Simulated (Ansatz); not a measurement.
Gas-phase electronic energies from Ansatz, PBE0-D4/def2-TZVP geometries. CBS: MP2 limit from def2 TZ/QZ plus the TZ coupled-cluster correction, frozen cores. This one scheme is used for every species. Functionals use def2-TZVPP. B3LYP here is the variant with VWN-RPA as its local correlation; programs differ in this. For Ga outer-core shells are correlated without core-valence functions, which leaves a few kJ/mol of doubt a bond. Scalar relativity is left out up to krypton. Each species was taken in one conformer, which may not be the lowest.

Reaction (ligand exchange at a Ga–C bond): `CO[CH2][GaH][OH]` + HCl → `[OH][GaH][Cl]` + dimethyl ether

Problem. Is it downhill or uphill in electronic energy at CCSD(T)/CBS, and by how much? (Best estimate.)

Solution. Computed: Downhill: ΔE = -35.5 kcal/mol.

Problem. What do these levels give: PBE0-D4, B3LYP-D4, ωB97X-V, B2PLYP, B3LYP, HF/def2-TZVPP, MP2/def2-TZVPP, SCS-MP2/def2-TZVPP, CCSD(T)/def2-TZVPP, HF/def2-QZVPP, MP2/def2-QZVPP, SCS-MP2/def2-QZVPP? (An estimate is asked.)

Solution. The calculation gave: PBE0-D4 -36.4, B3LYP-D4 -36.2, ωB97X-V -37.1, B2PLYP -37.7, B3LYP -37.6, HF/def2-TZVPP -44.3, MP2/def2-TZVPP -36.8, SCS-MP2/def2-TZVPP -37.4, CCSD(T)/def2-TZVPP -36.0, HF/def2-QZVPP -44.3, MP2/def2-QZVPP -36.5, SCS-MP2/def2-QZVPP -37.3 kcal/mol.

Largest T1 diagnostic among the species: 0.013.

From PBE to PBE0 (25 % exact exchange), in def2-TZVPP and without D4, ΔE moves by −2.0 kcal/mol. In def2-TZVPP, CCSD(T) changes the Hartree–Fock value by +8.3 kcal/mol (the triples alone add +0.8 kcal/mol) and MP2 by +7.5 kcal/mol.
